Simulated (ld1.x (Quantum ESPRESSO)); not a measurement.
oxygen (O): ultrasoft pseudisation with PBE, non-relativistic reference atom.

* Element: oxygen
* Generator: ld1.x (Quantum ESPRESSO) 7.5
* Type: ultrasoft
* Functional: PBE
* Relativity: non-relativistic
* Frozen core: [He]
* Valence charge: 6
* Reference configuration: 2s2 2p4
* Partial waves: 2s (bound): rcut 0.95, rcutus 1.05 bohr; 2s channel at 3.6 Ry: rcut 0.95, rcutus 1.05 bohr; 2p (bound): rcut 1.95, rcutus 2.15 bohr; 2p channel at 0.5 Ry: rcut 1.95, rcutus 2.15 bohr; 3d channel at 0.15 Ry: rcut 1.70, rcutus 2.30 bohr; 3d channel at 2.7 Ry: rcut 1.70, rcutus 2.30 bohr
* Local potential: all-electron potential smoothed inside 1.80 bohr (lloc = -1)
* Core correction: none
* Augmentation charge: PSQ, inside the norm-conserving radii

Calculated quality:

* Cutoffs needed: 21 Ry and 40 Ry (the cutoffs (Ry, on a coarse ladder) from which the occupation-weighted sum of valence levels, in a spherical-Bessel basis at the reference potential, stays within 10 and 1 mRy of its value at 400 Ry)
* Ghost test: no extra level below or beside the all-electron valence levels (s, p, d, f tested) (spherical-Bessel basis up to 400 Ry, 20 bohr box)
* Largest excitation error: +3047 meV (all-electron minus pseudo) for 2s2 2p0, out of 7 test configurations
* Lowest eigenvalue of the overlap operator: 0.20 (p channel)
* Density cutoff estimated by the generator: 279 Ry

Generation and tests took about 1.7 s on one core of a shared server CPU.
